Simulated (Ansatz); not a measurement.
`C[N](C)[In]([SH])[N](C)C`, charge 0, multiplicity 1.

(1) Give a relaxed structure at PBE0-D4/def2-TZVP (Ansatz). (An estimate is asked.)

## Answers

(1) Ansatz gave: 
Z-matrix (Å, degrees):
```
C
N 1 1.439
H 1 1.101 2 111.4
H 1 1.102 2 112.0 3 119.8
H 1 1.093 2 111.3 3 -119.7
In 2 2.007 1 121.7 3 126.5
C 2 1.437 1 112.9 3 -60.2
S 6 2.386 2 116.4 1 6.9
N 6 2.009 2 123.7 1 -170.7
H 7 1.092 2 111.6 1 -177.5
H 7 1.102 2 111.8 1 -57.5
H 7 1.102 2 111.7 1 62.2
H 8 1.343 6 93.4 2 -166.7
C 9 1.437 6 122.7 2 -166.9
C 9 1.438 6 124.4 2 9.7
H 14 1.093 9 111.3 6 -2.6
H 14 1.102 9 111.7 6 -122.8
H 14 1.102 9 112.0 6 117.3
H 15 1.101 9 111.2 6 126.3
H 15 1.102 9 112.3 6 -114.0
H 15 1.092 9 111.5 6 6.9
```
This is one stationary point; other conformers may exist.
